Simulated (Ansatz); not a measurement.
Ansatz (a quantum-chemistry and plane-wave program) input (B3LYP-D3(BJ)/def2-TZVP):

Ansatz 0.2 input:
```yaml
crystal:
  periodic: [false, false, false]
  atoms:
    - {symbol: Mo, position_ang: [-0.00000000, -0.00000000, -0.00000000]}
    - {symbol: F, position_ang: [1.80376410, -0.34689988, -0.30836166]}
    - {symbol: F, position_ang: [-0.78401868, -0.50872651, 1.61105661]}
    - {symbol: F, position_ang: [-1.01974542, 0.85562639, -1.30269495]}
basis:
  gaussian:
    orbitals: def2-TZVP
hamiltonian:
  xc: b3lyp
  dispersion: d3bj
magnetization: {spin_polarized: true, initial_magnetization: 3}
phonons: {temperatures: {t_min: 298.15, t_max: 298.15, t_step: 100}}
```

Output:

```
Functional definition: B3LYP
integrals: 0.04 GiB planned
839 factors; their error is unknown
mean field: 0.56 GiB planned
mean field evaluation 1: about -10008.8858 eV, gradient 4.2e1 eV
mean field evaluation 2: about -9976.4777 eV, gradient 1.1e2 eV
mean field evaluation 4: about -10013.9314 eV, gradient 2.8e0 eV
mean field evaluation 8: about -10013.9679 eV, gradient 4.1e-2 eV
mean field evaluation 16: about -10014.0552 eV, gradient 3.4e-5 eV
mean field -10014.05517990 eV, -368.0097400911 hartree, gradient 3.4e-5 eV, S^2 3.756283; 0 other end points of the search recorded, 0 dependent functions left out
the calculation of the forces begins
reference -10014.05543432 eV, -368.0097494408 hartree; 22, 19 occupied and 111, 114 virtual orbitals, 839 factors
these checks for a lower state are left out or cut short: stability, starts, cluster_reference, orbital_swaps, neighbouring_geometries, increment
integrals: 0.04 GiB planned
839 factors; their error is unknown
mean field: 0.56 GiB planned
mean field -10014.05508751 eV, -368.0097366958 hartree, gradient 1.7e-6 eV, S^2 3.756283; 0 other end points of the search recorded, 0 dependent functions left out
the calculation of the forces begins
reference -10014.05534193 eV, -368.0097460455 hartree; 22, 19 occupied and 111, 114 virtual orbitals, 839 factors
these checks for a lower state are left out or cut short: stability, starts, cluster_reference, orbital_swaps, neighbouring_geometries, increment
integrals: 0.04 GiB planned
839 factors; their error is unknown
mean field: 0.56 GiB planned
mean field -10014.05508724 eV, -368.0097366858 hartree, gradient 1.7e-6 eV, S^2 3.756283; 0 other end points of the search recorded, 0 dependent functions left out
the calculation of the forces begins
reference -10014.05534166 eV, -368.0097460355 hartree; 22, 19 occupied and 111, 114 virtual orbitals, 839 factors
these checks for a lower state are left out or cut short: stability, starts, cluster_reference, orbital_swaps, neighbouring_geometries, increment
integrals: 0.04 GiB planned
839 factors; their error is unknown
mean field: 0.56 GiB planned
mean field evaluation 32: about -10013.9673 eV, gradient 2.2e-1 eV
mean field -10014.05516147 eV, -368.0097394135 hartree, gradient 2.8e-6 eV, S^2 3.756294; 0 other end points of the search recorded, 0 dependent functions left out
the calculation of the forces begins
reference -10014.05541589 eV, -368.0097487635 hartree; 22, 19 occupied and 111, 114 virtual orbitals, 839 factors
these checks for a lower state are left out or cut short: stability, starts, cluster_reference, orbital_swaps, neighbouring_geometries, increment
integrals: 0.04 GiB planned
839 factors; their error is unknown
mean field: 0.56 GiB planned
mean field -10014.05513892 eV, -368.0097385851 hartree, gradient 2.8e-6 eV, S^2 3.756272; 0 other end points of the search recorded, 0 dependent functions left out
the calculation of the forces begins
reference -10014.05539333 eV, -368.0097479345 hartree; 22, 19 occupied and 111, 114 virtual orbitals, 839 factors
these checks for a lower state are left out or cut short: stability, starts, cluster_reference, orbital_swaps, neighbouring_geometries, increment
integrals: 0.04 GiB planned
839 factors; their error is unknown
mean field: 0.56 GiB planned
mean field -10014.05509258 eV, -368.0097368822 hartree, gradient 2.7e-6 eV, S^2 3.756266; 0 other end points of the search recorded, 0 dependent functions left out
the calculation of the forces begins
reference -10014.05534699 eV, -368.0097462314 hartree; 22, 19 occupied and 111, 114 virtual orbitals, 839 factors
these checks for a lower state are left out or cut short: stability, starts, cluster_reference, orbital_swaps, neighbouring_geometries, increment
integrals: 0.04 GiB planned
839 factors; their error is unknown
mean field: 0.56 GiB planned
mean field -10014.05512811 eV, -368.0097381878 hartree, gradient 2.7e-6 eV, S^2 3.756300; 0 other end points of the search recorded, 0 dependent functions left out
the calculation of the forces begins
reference -10014.05538255 eV, -368.0097475380 hartree; 22, 19 occupied and 111, 114 virtual orbitals, 839 factors
these checks for a lower state are left out or cut short: stability, starts, cluster_reference, orbital_swaps, neighbouring_geometries, increment
integrals: 0.04 GiB planned
839 factors; their error is unknown
mean field: 0.56 GiB planned
mean field evaluation 64: about -10014.0551 eV, gradient 1.8e-1 eV
mean field -10014.05516420 eV, -368.0097395141 hartree, gradient 2.8e-6 eV, S^2 3.756277; 0 other end points of the search recorded, 0 dependent functions left out
the calculation of the forces begins
reference -10014.05541862 eV, -368.0097488637 hartree; 22, 19 occupied and 111, 114 virtual orbitals, 839 factors
these checks for a lower state are left out or cut short: stability, starts, cluster_reference, orbital_swaps, neighbouring_geometries, increment
integrals: 0.04 GiB planned
839 factors; their error is unknown
mean field: 0.56 GiB planned
mean field -10014.05517603 eV, -368.0097399487 hartree, gradient 2.3e-6 eV, S^2 3.756289; 0 other end points of the search recorded, 0 dependent functions left out
the calculation of the forces begins
reference -10014.05543045 eV, -368.0097492986 hartree; 22, 19 occupied and 111, 114 virtual orbitals, 839 factors
Total energy: -10014.15526811 eV, -368.0134182648 hartree
Atom 0 at    -0.000000    -0.000000    -0.000000 Å, force    -0.000019     0.000004     0.000003 eV/Å
Atom 1 at     1.803764    -0.346900    -0.308362 Å, force     0.000027    -0.000005    -0.000005 eV/Å
Atom 2 at    -0.784019    -0.508727     1.611057 Å, force    -0.000004     0.000000     0.000002 eV/Å
Atom 3 at    -1.019745     0.855626    -1.302695 Å, force    -0.000004     0.000001    -0.000000 eV/Å
Dipole moment:    -0.000000     0.000000     0.000000 e Å
Vibrations: 147.42 165.27 165.30 662.69 693.98 694.00 cm⁻¹, zero-point energy 0.156758 eV
```

The spin state was set by rule; other spins were not relaxed.
